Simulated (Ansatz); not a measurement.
## BClGaGeH3: where a starting geometry ends

The starting geometry of this gas-phase singlet was optimised with GFN2-xTB.

```xyz
7

B    -0.6659    1.0322   -0.7919
Cl    0.7890   -2.8102    1.5329
Ga   -0.2352   -2.1831   -0.2426
Ge    0.1460   -0.3214   -2.0230
H    -0.6220    2.1679   -1.1135
H     0.4945    0.6578   -0.3069
H    -1.5112    0.7419   -0.0113
```

Q: Predict what it relaxes into with B3LYP-D3(BJ)/def2-SVP.

A: A new bond forms, giving a structure with H6 bridging B1 and Ge4, given below by its coordinates. Contacts that close: Ge4–H6 (2.01 → 1.84 Å).

The energy falls by 0.39 eV over 15 steps:

```csv
step,E − E(last) (eV)
1,0.393
3,0.207
4,0.178
6,0.116
7,0.085
9,0.014
10,0.008
12,0.000
13,0.000
15,0.000
```

Final geometry (Å):

```xyz
7

B    -0.6471    0.7374   -0.6718
Cl   -0.2397   -2.6211    1.5939
Ga    0.3263   -1.6520   -0.2686
Ge    0.3220   -0.1859   -2.2761
H    -1.2414    1.7518   -0.9535
H     0.6847    0.9196   -0.8487
H    -0.8095    0.3354    0.4686
```

Frequencies at the end are all real (lowest 62 cm⁻¹). Run with Ansatz 0.2.0, 65 s on 2 threads of Intel(R) Xeon(R) Platinum 8259CL CPU @ 2.50GHz (Skylake/Cascade Lake), on a shared host.
